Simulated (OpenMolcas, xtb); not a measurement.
# How methods differ on C2H7NSi (SMILES C=C[SiH2]N)

The species is C2H7NSi (11 atoms), meant as a singlet with charge 0. SMILES: `C=C[SiH2]N`. The shape is that of a PBE0-D4/def2-TZVP optimisation. This is one conformer, not always the lowest.

```xyz
11

C    -0.6761    1.3370   -0.9450
C     0.0893    1.2086    0.1351
Si    0.5965   -0.4445    0.8326
N     0.0029   -1.8037   -0.0286
H    -0.9671    2.3046   -1.3447
H    -1.0468    0.4656   -1.4791
H     0.4330    2.1167    0.6316
H     0.0995   -0.5366    2.2326
H     2.0832   -0.5167    0.8360
H     0.4049   -2.0860   -0.9063
H    -0.9538   -2.1021    0.0563
```

Each level gives the HOMO–LUMO gap (eV). The values are calculated.

```csv
level,kind,program,value (eV),CPU time
GFN0-xTB,semi-empirical,xtb,4.22,under 2 s
GFN1-xTB,semi-empirical,xtb,4.16,under 2 s
HF/cc-pVDZ,Hartree–Fock,OpenMolcas,14.12,14 s
SVWN5/cc-pVDZ,LDA,OpenMolcas,4.61,58 s
BLYP/cc-pVDZ,GGA,OpenMolcas,4.72,78 s
PBE/cc-pVDZ,GGA,OpenMolcas,4.68,77 s
r2SCAN/cc-pVDZ,meta-GGA,OpenMolcas,5.17,97 s
M06-2X/cc-pVDZ,hybrid meta-GGA,OpenMolcas,9.47,86 s
B2PLYP/cc-pVDZ,double hybrid,OpenMolcas,10.00,45 s
```

The values span 4.16 to 14.12 eV. Orbital gaps aren't excitation energies, and those of double hybrids come from the SCF part alone; they tend to grow with the share of exact exchange. CPU times are rough (shared hosts, several kinds of processor and program).
